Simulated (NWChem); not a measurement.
Program: NWChem. System: CH5NSn, charge 1, spin multiplicity 2, at the geometry of a parent with another charge or spin, in a state set for the comparison that need not be this species' ground state. Its SCF solution wasn't tested for a lower state. Level: UHF/def2-TZVPD with def2 effective core potentials on Sn.

The NWChem input:

```
start mol
memory heap 200 mb stack 900 mb global 1100 mb
charge 1
geometry units angstroms nocenter noautoz noautosym
  Sn    -0.136182    -0.023309     0.390847
  C      0.718917     1.570071    -0.921868
  H      0.706199     2.553089    -0.425892
  H      0.144358     1.640728    -1.860857
  H      1.763519     1.322208    -1.177303
  N     -0.020023    -1.439662    -1.080818
  H      0.330818    -1.286373    -2.024435
  H     -0.309121    -2.406988    -0.956920
end
basis spherical
  * library def2-tzvpd
end
ecp
  Sn library def2-ecp
end
scf
  uhf
  nopen 1
  maxiter 100
  thresh 1e-7
  semidirect memsize 60000000 filesize 0
  # guess.movecs holds the orbitals of an unrestricted PBE0 run
  vectors input guess.movecs output mol.movecs
end
task scf energy
```

Output (cleaned and shortened):

```
             Northwest Computational Chemistry Package (NWChem) 7.3.0
             --------------------------------------------------------

                                NWChem Input Module
                                -------------------

 Scaling coordinates for geometry "geometry" by  1.889725989
 (inverse scale =  0.529177249)

                             Geometry "geometry" -> ""
                             -------------------------

 Output coordinates in angstroms (scale by  1.889725989 to convert to a.u.)

  No.       Tag          Charge          X              Y              Z
 ---- ---------------- ---------- -------------- -------------- --------------
    1 Sn                  50.0000    -0.13618200    -0.02330900     0.39084700
    2 C                    6.0000     0.71891700     1.57007100    -0.92186800
    3 H                    1.0000     0.70619900     2.55308900    -0.42589200
    4 H                    1.0000     0.14435800     1.64072800    -1.86085700
    5 H                    1.0000     1.76351900     1.32220800    -1.17730300
    6 N                    7.0000    -0.02002300    -1.43966200    -1.08081800
    7 H                    1.0000     0.33081800    -1.28637300    -2.02443500
    8 H                    1.0000    -0.30912100    -2.40698800    -0.95692000

 Effective nuclear repulsion energy (a.u.)     239.0732650144

            Nuclear Dipole moment (a.u.)
            ----------------------------
        X                 Y               Z
 ---------------- ---------------- ----------------
     0.0000264562     0.0000113384     0.0000170075


 Summary of "ao basis" -> "" (spherical)
 ------------------------------------------------------------------------------
       Tag                 Description            Shells   Functions and Types
 ---------------- ------------------------------  ------  ---------------------
 *                         def2-tzvpd                 on all atoms

 Summary of "ao basis" -> "ao basis" (spherical)
 ------------------------------------------------------------------------------
       Tag                 Description            Shells   Functions and Types
[...]
    2 C    6     6.71   0.85  1.12  0.48  0.77 -0.10  0.01  1.19  1.47  0.83  0.01  0.03  0.01  0.00
    3 H    1     0.73   0.26  0.46 -0.02  0.02  0.02
    4 H    1     0.74   0.25  0.45  0.00  0.02  0.02
    5 H    1     0.74   0.25  0.45 -0.01  0.02  0.02
    6 N    7     7.68   0.82  1.16  0.50  0.85  0.20 -0.06  1.47  1.81  0.92  0.00  0.01 -0.01  0.00
    7 H    1     0.78   0.25  0.41  0.06  0.04  0.02
    8 H    1     0.81   0.25  0.41  0.08  0.04  0.02

  Mulliken analysis of the alpha density
  --------------------------------------

    Atom       Charge   Shell Charges
 -----------   ------   -------------------------------------------------------
    1 Sn  22    10.63   0.14 -0.38  0.77  0.47  0.55  0.28  0.02 -0.20  3.18  0.31  0.41  0.01  4.48  0.53  0.05 -0.00  0.02  0.00
    2 C    6     3.63   0.43  0.56  0.25  0.42 -0.07  0.00  0.70  0.88  0.43  0.01  0.02  0.01  0.00
    3 H    1     0.36   0.12  0.22 -0.00  0.01  0.01
    4 H    1     0.38   0.13  0.22  0.01  0.01  0.01
    5 H    1     0.37   0.13  0.22  0.00  0.01  0.01
    6 N    7     3.82   0.41  0.58  0.25  0.42  0.10 -0.03  0.73  0.90  0.45  0.00  0.01 -0.00  0.00
    7 H    1     0.40   0.13  0.21  0.03  0.02  0.01
    8 H    1     0.40   0.13  0.21  0.04  0.02  0.01

   Mulliken analysis of the beta density
   -------------------------------------

    Atom       Charge   Shell Charges
 -----------   ------   -------------------------------------------------------
    1 Sn  22    10.18   0.14 -0.38  0.76  0.48  0.49  0.25  0.01 -0.20  3.18  0.18  0.20  0.02  4.49  0.51  0.04 -0.00  0.02  0.00
    2 C    6     3.08   0.43  0.56  0.23  0.35 -0.03  0.00  0.50  0.59  0.40  0.01  0.02  0.01  0.00
    3 H    1     0.37   0.13  0.24 -0.02  0.01  0.01
    4 H    1     0.37   0.13  0.23 -0.01  0.01  0.01
    5 H    1     0.36   0.13  0.23 -0.01  0.01  0.01
    6 N    7     3.85   0.41  0.58  0.25  0.43  0.10 -0.03  0.74  0.91  0.46  0.00  0.00 -0.01  0.00
    7 H    1     0.38   0.12  0.20  0.03  0.02  0.01
    8 H    1     0.40   0.13  0.21  0.04  0.02  0.01

   Mulliken analysis of the spin density
   -------------------------------------

    Atom       Charge   Shell Charges
 -----------   ------   -------------------------------------------------------
    1 Sn  22     0.45   0.00 -0.00  0.01 -0.00  0.06  0.03  0.01 -0.00  0.00  0.13  0.21 -0.01 -0.01  0.01  0.01  0.00  0.00  0.00
    2 C    6     0.55   0.00 -0.00  0.02  0.07 -0.04 -0.00  0.20  0.28  0.03 -0.00  0.00 -0.00 -0.00
    3 H    1    -0.01  -0.01 -0.02  0.02  0.00 -0.00
    4 H    1     0.01  -0.00 -0.01  0.02  0.00  0.00
    5 H    1     0.01  -0.00 -0.01  0.01  0.00  0.00
    6 N    7    -0.03  -0.00  0.00 -0.00 -0.00 -0.00 -0.00 -0.01 -0.01 -0.01  0.00  0.00  0.00  0.00
    7 H    1     0.01   0.00  0.01  0.00 -0.00 -0.00
    8 H    1     0.00  -0.00 -0.00  0.00 -0.00  0.00

       Multipole analysis of the density wrt the origin
       ------------------------------------------------

     L   x y z        total         alpha         beta         nuclear
     -   - - -        -----         -----         ----         -------
     0   0 0 0      1.000000    -20.000000    -19.000000     40.000000

     1   1 0 0      0.144240     -3.558056     -3.503437      7.205733
     1   0 1 0      0.477790     -0.774154      0.018600      1.233345
     1   0 0 1     -0.040386     10.082853     10.557369    -20.680608

     2   2 0 0    -23.770909    -26.252862    -23.752549     26.234503
     2   1 1 0      1.796103    -21.100400    -19.007072     41.903576
     2   1 0 1     -1.573527     14.753869     12.296384    -28.623780
     2   0 2 0    -19.519444    -97.273585    -92.649584    170.403724
     2   0 1 1     -1.261912     -1.036354     -4.573711      4.348153
     2   0 0 2    -21.025306    -61.042295    -55.263345     95.280334

 Task  times  cpu:      124.4s     wall:      124.4s

 Total times  cpu:      124.4s     wall:      124.4s
```
